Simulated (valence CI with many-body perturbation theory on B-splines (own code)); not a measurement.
Results of a calculation; reference values are marked as such.
## Level structure of Ho³⁵⁺

Method: configuration interaction combined with many-body perturbation theory (CI+MBPT): four valence electrons over a frozen Dirac-Fock core [Ar] 3d10, a basis of 11 s, 11 p, 9 d, 7 f, 5 g, 2 h, 1 i functions for each j, with the one-electron correlation potential Σ1 (screened to all orders), the two-electron term Σ2, the three-electron term Σ3, Breit, model QED; selected single and double excitations, second order for the rest (own B-spline code, finite nucleus).

No measured spectrum was set against this ion. As an estimate, large intervals hold to a few tenths of a per cent, small ones and those within an open d or f shell to about a per cent.

Levels 46 to 69 of 69, with energies above the lowest level, (4s^2 4p1/2^2) J=0. "Leading %" is the weight of the configuration and term that name the level; weights of strongly mixed levels are sums over their largest components and can fall short. In the jj column 3d3/2^4 stands for four electrons in 3d with j = 3/2.

```tsv
No.	Configuration	Term	J	E (cm⁻¹)	Leading %	Second component	Leading jj
46	4s 4p2 4d	3D	2	2625000	29	23 % 4s 4p2 4d 5D	4s 4p1/2 4p3/2 4d3/2 (62 %)
47	4s 4p2 4d	5P	1	2631000	44	19 % 4s 4p2 4d 3S	4s 4p1/2 4p3/2 4d3/2 (64 %)
48	4s 4p2 4d	3D	1	2643500	36	21 % 4s 4p2 4d 1P	4s 4p1/2 4p3/2 4d3/2 (78 %)
49	4s 4p2 4d	5D	3	2669400	31	31 % 4s 4p2 4d 3F	4s 4p1/2 4p3/2 4d5/2 (78 %)
50	4s 4p2 4d	3P	2	2674800	31	15 % 4s 4p2 4d 1D	4s 4p1/2 4p3/2 4d5/2 (71 %)
51	4s 4p2 4d	3F	2	2706900	28	16 % 4s2 4p 4f 3F	4s 4p1/2 4p3/2 4d3/2 (57 %)
52	4s 4p2 4d	3D	1	2707300	60	13 % 4s 4p2 4d 3P	4s 4p1/2 4p3/2 4d3/2 (81 %)
53	4s 4p2 4d	3F	4	2710200	31	16 % 4s 4p2 4d 3G	4s 4p1/2 4p3/2 4d5/2 (66 %)
54	4s 4p2 4d	3D	3	2710900	37	16 % 4s 4p2 4d 3F	4s 4p1/2 4p3/2 4d5/2 (71 %)
55	4s 4p2 4d	3D	3	2731800	44	34 % 4s 4p2 4d 3F	4s 4p1/2 4p3/2 4d5/2 (74 %)
56	4s 4p2 4d	1G	4	2734000	45	27 % 4s 4p2 4d 3F	4s 4p1/2 4p3/2 4d5/2 (85 %)
57	4s 4p2 4d	3P	0	2744900	86	6 % 4s2 4d2 3P	4s 4p1/2 4p3/2 4d3/2 (74 %)
58	4s 4p2 4d	3D	1	2768400	67	11 % 4s 4p2 4d 1P	4s 4p1/2 4p3/2 4d5/2 (89 %)
59	4s 4p2 4d	1F	3	2781100	26	24 % 4s2 4p 4f 3G	4s 4p1/2 4p3/2 4d5/2 (46 %)
60	4s 4p2 4d	3P	1	2811800	40	29 % 4s 4p2 4d 3S	4s 4p1/2 4p3/2 4d5/2 (91 %)
61	4s 4p2 4d	3P	2	2812900	22	17 % 4s 4p2 4d 3D	4s 4p1/2 4p3/2 4d5/2 (67 %)
62	4s 4p2 4d	3P	0	2821200	43	40 % 4s 4p2 4d 1S	4s 4p1/2 4p3/2 4d5/2 (69 %)
63	4s 4p2 4d	3D	2	2822000	41	12 % 4s 4p2 4d 3P	4s 4p1/2 4p3/2 4d5/2 (72 %)
64	4p4	1D	2	2844200	28	16 % 4s 4p2 4d 1D	4p1/2 4p3/2^3 (28 %)
65	4s2 4p 4f	3G	3	2845100	35	22 % 4s 4p2 4d 3G	4s^2 4p1/2 4f5/2 (43 %)
66	4s2 4p 4f	3G	4	2860200	28	24 % 4s2 4p 4f 1G	4s^2 4p1/2 4f7/2 (70 %)
67	4p4	3P	1	2864700	35	35 % 4s 4p2 4d 1P	4p1/2 4p3/2^3 (35 %)
68	4s2 4p 4f	3D	3	2890200	29	14 % 4s2 4p 4f 1F	4s^2 4p1/2 4f7/2 (53 %)
69	4s2 4p 4f	3F	2	2892600	20	12 % 4s2 4p 4f 1D	4s^2 4p1/2 4f5/2 (39 %)
```

Where two levels of one J and parity lie close, their mixing, g and order are uncertain.
